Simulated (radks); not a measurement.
Species: Sn4+. Configuration: [Kr] 4d10.

Calculated with a radial shooting solver on a logarithmic mesh with Libxc functionals: Dirac Kohn-Sham, PBE, spin-unpolarised, spherical densities, finite nucleus; Fermi nuclear charge, rms radius 4.6519 fm.

Energy parts (hartree):
total: -6175.42413
kinetic: 6502.22946
electron-nucleus: -14918.12210
Hartree: 2404.59831
exchange-correlation: -164.12980

Orbitals (lengths in bohr, moments of r in powers of bohr; r(max) is where P^2 peaks):
orbital,occ.,eigenvalue (hartree),r(max),<r^4>
1s1/2,2,-1067.074,0.01877,3.406e-06
2s1/2,2,-162.3744,0.1062,0.0005913
2p1/2,2,-151.7790,0.08179,0.0003812
2p3/2,4,-143.3028,0.08632,0.0004480
3s1/2,2,-32.60019,0.3077,0.02645
3p1/2,2,-28.29513,0.2941,0.02567
3p3/2,4,-26.74720,0.3044,0.02914
3d3/2,4,-19.13800,0.2494,0.02491
3d5/2,6,-18.81849,0.2523,0.02592
4s1/2,2,-6.47585,0.7459,0.8508
4p1/2,2,-5.04320,0.7719,1.117
4p3/2,4,-4.76415,0.7964,1.276
4d3/2,4,-2.51047,0.8790,3.057
4d5/2,6,-2.47082,0.8883,3.201

The highest occupied level is 4d5/2 at -67.234 eV. The electron density at the nucleus is 1.911e+05 e/bohr^3. The density falls to 0.001 e/bohr^3 at r = 2.77 bohr.
